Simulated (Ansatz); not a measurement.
A nudged elastic band was laid between two geometries of CH5ClFNSSi (11 atoms, charge 0, multiplicity 1).

Method: Ansatz, RKS r2SCAN-D4/def2-SVP.

| Property | Result |
| --- | --- |
| movable images | 5 |
| climbing image | yes |
| spring | 5.0 eV/Å² |
| optimiser | quadratic models (default) |
| start path | IDPP |
| force threshold | 0.03 eV/Å |
| iteration limit | 40 |
| end points | relaxed |

Initial state:

```xyz
11
Properties=species:S:1:pos:R:3
N 1.380 -1.654 0.976
C 0.443 -0.630 0.758
S 0.034 -0.378 -1.124
Si -1.192 1.333 -1.098
F -1.131 2.005 -2.568
Cl -0.490 2.713 0.277
H 2.284 -1.468 0.545
H 1.053 -2.572 0.685
H 0.819 0.343 1.102
H -0.511 -0.859 1.252
H -2.622 1.110 -0.782
```

Final state:

```xyz
11
Properties=species:S:1:pos:R:3
N 1.418 -1.628 0.970
C 0.578 -0.528 0.738
S 0.078 -0.350 -1.134
Si -1.293 1.247 -1.093
F -1.213 2.020 -2.512
Cl -0.795 2.587 0.406
H 2.309 -1.565 0.482
H 0.984 -2.524 0.759
H 1.072 0.419 0.989
H -0.360 -0.618 1.303
H -2.713 0.884 -0.887
```

What changes between the two ends?

No bond is made or broken. The height of N1 over the plane of its neighbours goes from -0.33 to -0.32 Å.

What energy profile does the band end with?

It converged. The highest image is number 6 of 0 to 6, 0.001 eV above the ends, which have the same energy within 2 meV. The highest image is an end point: on this band no image between the ends rises above it.

| image | path coordinate (Å) | energy (eV) | height of N1 over the plane of its neighbours (Å) |
| --- | --- | --- | --- |
| 0 | 0.00 | 0.000 | -0.33 |
| 1 | 0.10 | 0.000 | -0.32 |
| 2 | 0.21 | 0.000 | -0.32 |
| 3 | 0.31 | 0.000 | -0.32 |
| 4 | 0.41 | 0.001 | -0.32 |
| 5 | 0.51 | 0.001 | -0.32 |
| 6 | 0.60 | 0.001 | -0.32 |

The run took 76 s on 2 threads of Arm Neoverse V2, on a shared host, peak memory 0.2 GiB.
